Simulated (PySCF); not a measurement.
A species of formula C7H14FNSi has this rotational fingerprint, computed with PBE0/pcSseg-1 in PySCF (dipole) on a GFN2-xTB geometry, gas phase:

```
Rotational constants : A = 1484, B = 873.5, C = 698.4 MHz
Dipole components    : |μa| = 0.46 D, |μb| = 0.12 D, |μc| = 1.55 D
Inertial defect      : -195.48 u·Å²
κ                    : -0.55
```

Problem. Which candidate fits, each taken in the one conformer that was computed?
A. `[CH2:1]=[C:2]([F:3])[Si@@H:4]1[CH2:5][C@@H:6]1[N:7]([CH3:8])[CH2:9][CH3:10]` with C1–C2–Si4–C5 36°, C5–C6–N7–C8 -149°, C6–N7–C9–C10 -67°
B. `[CH3:1][C:2]#[C:3][CH2:4][C@H:5]([F:6])[SiH2:7][N:8]([CH3:9])[CH3:10]` with C3–C4–C5–F6 -172°, C4–C5–Si7–N8 -166°, C5–Si7–N8–C9 164°
C. `[CH2:1]=[C:2]([CH2:3][F:4])[Si@@H:5]1[CH2:6][C@@H:7]1[N:8]([CH3:9])[CH3:10]` with C1–C2–C3–F4 -9°, C1–C2–Si5–C6 -162°, C6–C7–N8–C9 -160°
D. `[CH2:1]=[C:2]([F:3])[Si@@H:4]1[CH2:5][CH2:6][C@@H:7]1[N:8]([CH3:9])[CH3:10]` with C1–C2–Si4–C5 -154°, C6–C7–N8–C9 -168°, C2–Si4–C5–C6 -99°, Si4–C5–C6–C7 -16°, C5–C6–C7–N8 138°, C2–Si4–C7–C6 96°

Solution. D. It is C=C(F)[Si@@H]1CC[C@@H]1N(C)C, an asymmetric top, point group C1. The candidates at the same level (rigid rotor, commonest isotopes):

```tsv
SMILES	A (MHz)	B (MHz)	C (MHz)	μa (D)	μb (D)	μc (D)	Δ (u·Å²)	point group	rotor
CC#CC[C@H](F)[SiH2]N(C)C	1526	584.4	457.1	0.42	1.83	0.43	-90.50	C1	asymmetric top
C=C(F)[Si@@H]1C[C@@H]1N(C)CC	1959	653.3	599.2	2.01	0.05	0.27	-188.17	C1	near-prolate asymmetric top
C=C(CF)[Si@@H]1C[C@@H]1N(C)C	1502	778.1	635.4	1.75	1.00	0.19	-190.60	C1	asymmetric top
C=C(F)[Si@@H]1CC[C@@H]1N(C)C	1484	873.5	698.4	0.46	0.12	1.55	-195.48	C1	asymmetric top
```

`C=C(CF)[Si@@H]1C[C@@H]1N(C)C` has B 11 % too low; `CC#CC[C@H](F)[SiH2]N(C)C` has C 35 % too low; `C=C(F)[Si@@H]1C[C@@H]1N(C)CC` has A 32 % too high. No structure here is proved a minimum.
